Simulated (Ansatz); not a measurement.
`O[Si](F)(Br)O[SiH3]` and `O[Si](F)(O[SiH3])O[SiH3]` differ in one atom or group.

Ansatz, PBE0-D4/def2-TZVP geometries, multiplicity 1. Each molecule was computed in one conformer, which needn't be the lowest.

Scalar relativity is left out up to krypton. Spin–orbit coupling is left out; it splits and shifts lone-pair levels of the heavy atoms by tenths of an eV.

```tsv
property	`O[Si](F)(Br)O[SiH3]`
LUMO energy (PBE/def2-TZVPP) / eV	-1.13
LUMO energy (B3LYP/def2-TZVPP) / eV	-0.50
HOMO energy (ωB97M-V/def2-TZVPP) / eV	-11.08
HOMO–LUMO gap (PBE0/def2-TZVPP) / eV	8.58
HOMO energy (PBE0/def2-TZVPP) / eV	-8.83
HOMO–LUMO gap (ωB97M-V/def2-TZVPP) / eV	12.47
```

Give the same properties after the change, and the shifts. (Estimate.)

Ansatz gave: 
```json
{"property": "LUMO energy (PBE/def2-TZVPP) / eV", "`O[Si](F)(O[SiH3])O[SiH3]`": "-1.10", "shift": "0.03"}
{"property": "LUMO energy (B3LYP/def2-TZVPP) / eV", "`O[Si](F)(O[SiH3])O[SiH3]`": "-0.47", "shift": "0.03"}
{"property": "HOMO energy (ωB97M-V/def2-TZVPP) / eV", "`O[Si](F)(O[SiH3])O[SiH3]`": "-11.39", "shift": "-0.31"}
{"property": "HOMO–LUMO gap (PBE0/def2-TZVPP) / eV", "`O[Si](F)(O[SiH3])O[SiH3]`": "8.86", "shift": "0.28"}
{"property": "HOMO energy (PBE0/def2-TZVPP) / eV", "`O[Si](F)(O[SiH3])O[SiH3]`": "-9.08", "shift": "-0.25"}
{"property": "HOMO–LUMO gap (ωB97M-V/def2-TZVPP) / eV", "`O[Si](F)(O[SiH3])O[SiH3]`": "12.76", "shift": "0.29"}
```

B3LYP here is the variant with VWN-RPA as its local correlation; programs differ in this.
